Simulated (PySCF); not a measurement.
Isomers of C6H5F3, one GFN2-xTB conformer each. Single-point energies are computed at PBE0/pcSseg-1 (PySCF, gas phase, no added dispersion term), electronic only.

```json
{"SMILES": "C=C/C=C\\C(F)=C(F)F", "GFN2-xTB relative energy (kJ/mol)": "13.8"}
{"SMILES": "FC(F)(F)C#CC1CC1", "GFN2-xTB relative energy (kJ/mol)": "0.0"}
```

Conformers: `[CH2:1]=[CH:2]/[CH:3]=[CH:4]\[C:5]([F:6])=[C:7]([F:8])[F:9]` with C1–C2–C3–C4 180°, C3–C4–C5–F6 0°.

Task: What does PBE0/pcSseg-1 give for the same structures?

Result: 
```json
{"SMILES": "C=C/C=C\\C(F)=C(F)F", "PBE0/pcSseg-1 E (Eh)": "-530.48467", "PBE0/pcSseg-1 (kJ/mol)": "0.0", "GFN2-xTB (kJ/mol)": "13.8", "point group": "Cs"}
{"SMILES": "FC(F)(F)C#CC1CC1", "PBE0/pcSseg-1 E (Eh)": "-530.47871", "PBE0/pcSseg-1 (kJ/mol)": "15.7", "GFN2-xTB (kJ/mol)": "0.0", "point group": "Cs"}
```

GFN2-xTB puts FC(F)(F)C#CC1CC1 lowest instead. As drawn, the lower has a C=C bond outside aromatic rings, which the higher lacks; the higher has a three-membered ring and a C≡C bond, which the lower lacks.

Task: Which frontier levels, dipoles and rotational constants go with these structures?

Result: 
```csv
SMILES,"HOMO (eV, PBE0/pcSseg-1)",LUMO (eV),dipole (D),"A, B, C (MHz)"
C=C/C=C\C(F)=C(F)F,-6.45,-1.64,1.54,"4374, 767.7, 653.1"
FC(F)(F)C#CC1CC1,-8.02,-0.08,4.14,"4104, 676.9, 672.8"
```
